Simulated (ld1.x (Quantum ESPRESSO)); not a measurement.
# What one change does to a pseudopotential (Mn (Z = 25), PAW)

ld1.x (Quantum ESPRESSO) 7.5 input, shortened:

```
&input
   title='Mn', zed=25., rel=1, dft='BLYP', iswitch=3,
   config='[Ar] 3d5 4s2 4p0'
 /
 &inputp
   pseudotype=3, lpaw=.true., tm=.true., lloc=-1, rcloc=2.10,
   nlcc=.true., new_core_ps=.true., rcore=0.65,
   which_augfun='BESSEL', rmatch_augfun=1.15
 /
6
3S  1  0   2.00   0.00  1.15  1.45  0.0
4S  2  0   2.00   0.00  1.15  1.45  0.0
3P  2  1   6.00   0.00  1.25  1.30  0.0
4P  3  1   0.00   0.00  1.25  1.30  0.0
3D  3  2   5.00   0.00  1.60  2.15  0.0
3D  3  2   0.00   0.05  1.60  2.15  0.0
 &test
   configts(1)='3s2 3p6 3d5 4s2 4p0'
 /
```

Change: all radii but the core radius scaled by about 0.96 (s 1.38, p 1.24, d 2.06 bohr, rcut 1.10/1.20/1.54); local potential all-electron potential smoothed inside 2.02 bohr (lloc = -1); augmentation BESSEL, radius 1.10 bohr.

Cutoffs: the cutoffs (Ry, on a coarse ladder) from which the occupation-weighted sum of valence levels, in a spherical-Bessel basis at the reference potential, stays within 10 and 1 mRy of its value at 400 Ry; they do not see the model core or the augmentation charge, which bear on the density cutoff. Errors are all-electron minus pseudo energies relative to the spin-unpolarised reference configuration.

Task: Predict the effect on cutoff, ghosts and configuration errors.

Result: The potential gets harder (50 Ry and 90 Ry → 55 Ry and 100 Ry); the number of tests that count goes from 6 to 7; the errors of the 6 common tests hardly move; neither file shows a bound ghost at the reference potential, the only one tested. A smaller radius makes the pseudo-wave follow the all-electron one further in, where it bends more sharply, so more plane waves are needed.

| quantity | base | changed |
| --- | --- | --- |
| cutoff, loose | 50 Ry | 55 Ry |
| cutoff, tight | 90 Ry | 100 Ry |
| loose cutoff by channel (10 mRy a level) | s 35 Ry, p 40 Ry, d 18 Ry | s 35 Ry, p 45 Ry, d 18 Ry |
| bound ghosts | none | none |
| tests counted (converged, no solver errors) | 6 of 7 | 7 of 7 |
| error for 3s2 3p6 3d5 4s1 4p0, meV [ΔE 8.40 eV] | -0.9 | -1.0 |
| error for 3s2 3p6 3d5 4s0 4p0, meV [ΔE 24.17 eV] | -3.2 | -3.2 |
| error for 3s2 3p5 3d5 4s2 4p0, meV [ΔE 61.77 eV] | -57 | -54 |
| error for 3s2 3p6 3d5 4s1 4p1, meV [ΔE 3.87 eV] | -0.2 | -0.3 |
| error for 3s1 3p6 3d5 4s2 4p0, meV [ΔE 93.21 eV] | -53 | -52 |
| error for 3s2 3p6 3d5 4s0 4p2, meV [ΔE 8.02 eV] | -0.4 | -0.7 |
| lowest overlap eigenvalue by channel | s 0.12, p 0.34, d 0.58 | s 0.14, p 0.54, d 0.77 |

Base: Tests not counted: 3s2 3p6 3d4 4s0 4p0 (solver errors, printed error -2132 eV).
